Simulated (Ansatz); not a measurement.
Breaking the Se1–Se2 bond in Se2 (multiplicity 3 held). Energies count from the point at 2.188 Å.


Signs of static correlation in cc-pVDZ, with CASSCF(12,8), from Ansatz (a first-principles code) runs.

```json
[
 {"R (Å)": "1.751", "T1 of restricted CCSD": "0.014", "⟨S²⟩ of UHF": "2.025", "largest double amplitude of restricted CCSD": "0.056", "weight of the CASSCF reference in MRCISD": "0.919", "CASSCF natural occupations": "2.00 2.00 1.99 1.99 1.98 1.01 1.01 0.02"},
 {"R (Å)": "1.969", "T1 of restricted CCSD": "0.014", "⟨S²⟩ of UHF": "2.027", "largest double amplitude of restricted CCSD": "0.079", "weight of the CASSCF reference in MRCISD": "0.917", "CASSCF natural occupations": "2.00 2.00 1.97 1.97 1.97 1.02 1.02 0.03"},
 {"R (Å)": "2.188", "T1 of restricted CCSD": "0.056", "⟨S²⟩ of UHF": "2.026", "largest double amplitude of restricted CCSD": "0.116", "weight of the CASSCF reference in MRCISD": "0.916", "CASSCF natural occupations": "2.00 2.00 1.96 1.96 1.96 1.04 1.04 0.05"},
 {"R (Å)": "2.407", "T1 of restricted CCSD": "0.093", "⟨S²⟩ of UHF": "2.017", "largest double amplitude of restricted CCSD": "0.168", "weight of the CASSCF reference in MRCISD": "0.915", "CASSCF natural occupations": "2.00 2.00 1.93 1.93 1.93 1.07 1.07 0.08"},
 {"R (Å)": "2.626", "T1 of restricted CCSD": "0.085", "⟨S²⟩ of UHF": "2.091", "largest double amplitude of restricted CCSD": "0.175", "weight of the CASSCF reference in MRCISD": "0.915", "CASSCF natural occupations": "2.00 2.00 1.89 1.89 1.89 1.10 1.10 0.12"},
 {"R (Å)": "2.954", "T1 of restricted CCSD": "0.051", "⟨S²⟩ of UHF": "2.676", "largest double amplitude of restricted CCSD": "0.240", "weight of the CASSCF reference in MRCISD": "0.915", "CASSCF natural occupations": "2.00 2.00 1.80 1.80 1.77 1.19 1.19 0.23"},
 {"R (Å)": "3.282", "T1 of restricted CCSD": "…", "⟨S²⟩ of UHF": "2.886", "largest double amplitude of restricted CCSD": "0.347", "weight of the CASSCF reference in MRCISD": "0.916", "CASSCF natural occupations": "2.00 2.00 1.66 1.66 1.54 1.34 1.34 0.47"},
 {"R (Å)": "3.829", "T1 of restricted CCSD": "0.023", "⟨S²⟩ of UHF": "2.994", "largest double amplitude of restricted CCSD": "…", "weight of the CASSCF reference in MRCISD": "0.917", "CASSCF natural occupations": "2.00 2.00 1.99 1.99 1.20 1.01 1.01 0.80"},
 {"R (Å)": "4.376", "T1 of restricted CCSD": "0.024", "⟨S²⟩ of UHF": "3.024", "largest double amplitude of restricted CCSD": "0.664", "weight of the CASSCF reference in MRCISD": "0.917", "CASSCF natural occupations": "2.00 2.00 1.98 1.98 1.06 1.01 0.99 0.97"},
 {"R (Å)": "5.033", "T1 of restricted CCSD": "0.023", "⟨S²⟩ of UHF": "3.024", "largest double amplitude of restricted CCSD": "0.759", "weight of the CASSCF reference in MRCISD": "0.917", "CASSCF natural occupations": "2.00 2.00 1.99 1.99 1.01 1.01 1.00 1.00"},
 {"R (Å)": "5.908", "T1 of restricted CCSD": "0.022", "⟨S²⟩ of UHF": "3.024", "largest double amplitude of restricted CCSD": "0.811", "weight of the CASSCF reference in MRCISD": "0.918", "CASSCF natural occupations": "2.00 2.00 2.00 2.00 1.00 1.00 1.00 1.00"},
 {"R (Å)": "7.002", "T1 of restricted CCSD": "0.021", "⟨S²⟩ of UHF": "3.024", "largest double amplitude of restricted CCSD": "0.831", "weight of the CASSCF reference in MRCISD": "0.918", "CASSCF natural occupations": "2.00 2.00 2.00 2.00 1.00 1.00 1.00 1.00"},
 {"R (Å)": "8.753", "T1 of restricted CCSD": "0.021", "⟨S²⟩ of UHF": "3.024", "largest double amplitude of restricted CCSD": "0.841", "weight of the CASSCF reference in MRCISD": "0.918", "CASSCF natural occupations": "2.00 2.00 2.00 2.00 1.00 1.00 1.00 1.00"}
]
```

Complete the blanks.


- 3.282, T1 of restricted CCSD: 0.030
- 3.829, largest double amplitude of restricted CCSD: 0.527

Doubts at one or more of the structures used: T1 above 0.05 (RO-CCSD(T)/cc-pVDZ, U-CCSD(T)/cc-pVDZ); a restricted determinant that unrestricted orbitals would lower (RO-CCSD(T)/cc-pVDZ); other coupled-cluster roots lie near (RO-CCSD(T)/cc-pVDZ); a spin-contaminated determinant (U-CCSD(T)/cc-pVDZ); the program's own flag: other amplitudes (U-CCSD(T)/cc-pVDZ); the program's own flag: large difference (U-CCSD(T)/cc-pVDZ).
